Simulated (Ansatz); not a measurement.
Species: WO2F, charge 0, multiplicity 2. SMILES of the parent species: [O]=[W](=[O])[F]
Coordinates optimised at B3LYP-D3(BJ)/def2-TZVP (Ansatz, a program for electronic structure):
```
W
O 1 1.7104
O 1 1.7104 2 110.39
F 1 1.8791 2 120.13 3 146.59
```
Charge 0, spin multiplicity 2.

Quantity: atomisation energy, in kcal/mol. Conventions: LANL2DZ with its own core potentials from Na on; frozen cores in correlated levels (noble-gas shells and the d and f shells of earlier blocks); dispersion terms only where a functional's name holds one; open shells spin-unrestricted; no spin-orbit coupling; 6-31G* and kin with 6d, 5d where marked; def2 sets with scalar-relativistic core potentials past Kr; atomisation electronic, to ground-state atoms. Ab initio and DFT rows: single points at B3LYP-D3(BJ) geometries (Ansatz). The spin state of an ion or metal species was assumed, not searched.

```tsv
level	program	atomisation energy (kcal/mol)
SVWN5/6-31G* with LANL2DZ past Ar	Ansatz	575.2
PBE/6-31G* with LANL2DZ past Ar	Ansatz	502.0
BLYP/6-31G* with LANL2DZ past Ar	Ansatz	491.2
B3LYP/LANL2DZ	Ansatz	420.1
B3LYP/def2-SVP	Ansatz	461.1
PBE0/6-31G* with LANL2DZ past Ar	Ansatz	449.6
B3LYP/def2-TZVPD	Ansatz	462.8
B3LYP-D3(BJ)/def2-TZVPD	Ansatz + dftd3	465.6
B2PLYP-D3(BJ)/def2-TZVPD	Ansatz + dftd3	476.7
```

No value to compare with is used here. The 6 habitual levels span 420.1 (B3LYP/LANL2DZ) to 575.2 kcal/mol (SVWN5/6-31G* with LANL2DZ past Ar); B2PLYP-D3(BJ)/def2-TZVPD gives 476.7.

The levels are drawn from those run, B3LYP/6-31G* more often than the rest, none by its result; runs whose electronic state is in doubt are left out.
